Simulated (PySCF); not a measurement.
**Worked example: oscillator strength and radiative lifetime**

Cd(F)(SeH) (CdFHSe), SMILES [F][Cd][SeH].

Geometry optimised at B3LYP-D3(BJ)/def2-TZVP. The def2 effective core potentials stand for the cores of Cd; spin–orbit coupling is left out. One conformer was computed; it need not be the lowest.

TDA-M06-2X/def2-SVPD in PySCF 2.14.0 puts the first singlet state with f over 0.02 at 4.15 eV (vertical), with the transition dipole (0.000, 0.000, -0.476) in atomic units.

Question: Find the oscillator strength, the wavelength and the radiative lifetime that this transition would have in vacuum if emission retraced absorption.

Answer: 
|μ|² = 0.2266 au, so |μ| = 1.21 D. ΔE = 4.15/27.211 = 0.1525 hartree. f = (2/3) ΔE |μ|² = 0.023 (the program prints 0.023).
λ = 1239.84/4.15 = 299 nm; ν = 33472 cm⁻¹.
Einstein's coefficient A = 0.6670 ν² f s⁻¹ (ν in cm⁻¹) = 1.7e7 s⁻¹, so τ = 1/A = 58 ns. This state is S1. The figure is the radiative limit of this one transition; relaxation, internal conversion, crossing to triplets and a medium change what is measured.
